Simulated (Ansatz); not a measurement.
CH4B2OSi, one more setting.

```yaml
crystal:
  periodic: [false, false, false]
  atoms:
    - {symbol: B, position_ang: [-0.956850, 0.955985, -0.942902]}
    - {symbol: B, position_ang: [0.235905, 0.068654, -0.224217]}
    - {symbol: Si, position_ang: [-0.082702, -0.873633, 1.334432]}
    - {symbol: C, position_ang: [1.598119, -0.047251, -0.737867]}
    - {symbol: O, position_ang: [2.661166, -0.135636, -1.141369]}
    - {symbol: H, position_ang: [-2.048765, 0.995043, -0.448557]}
    - {symbol: H, position_ang: [-0.784123, 1.575146, -1.954172]}
    - {symbol: H, position_ang: [-1.408376, -0.869000, 1.997036]}
    - {symbol: H, position_ang: [0.874126, -1.715508, 2.100516]}
basis:
  gaussian: {orbitals: STO-3G}
total_charge: -1
magnetization: {spin_polarized: true, initial_magnetization: 1}
hamiltonian: {xc: {name: rPW86-PBE}}
```

```sh
$ ansatz run in.yaml --threads 2 --pin off --events-out ev --progress --plain --max-ram 4352MiB
```

It prints (some lines left out):

```
Functional definition: rPW86-PBE
  name "rPW86-PBE"
  cite "Murray, Lee & Langreth, J. Chem. Theory Comput. 5, 2754 (2009) doi:10.1021/ct900365q"
  cite "Perdew, Burke & Ernzerhof, Phys. Rev. Lett. 77, 3865 (1996) doi:10.1103/PhysRevLett.77.3865"
  parent pbe
  exchange = rpw86_x
  correlation = pbe_c
423 factors; integrals over basis functions are off by at most 1.0e-4 eV
mean field evaluation 1: about -12232.6435 eV, gradient 3.0e1 eV
mean field evaluation 2: about -12129.9101 eV, gradient 7.8e1 eV
mean field evaluation 4: about -12238.1028 eV, gradient 2.1e1 eV
mean field evaluation 8: about -12241.7496 eV, gradient 4.0e-1 eV
mean field evaluation 16: about -12241.6291 eV, gradient 2.5e-3 eV
mean field -12241.62908574 eV, -449.8715712267 hartree, gradient 4.0e-5 eV, S^2 0.756798; 4 other end points of the search recorded, 0 dependent functions left out
reference -12241.62915874 eV, -449.8715739093 hartree; 22, 21 occupied and 11, 12 virtual orbitals, 423 factors
Total energy: -12241.62915874 eV, -449.8715739093 hartree
```

Hardware: 2 threads of an Intel Xeon Platinum 8259CL on a shared host. Wall time 3.6 s, peak host memory 0.4 GiB.
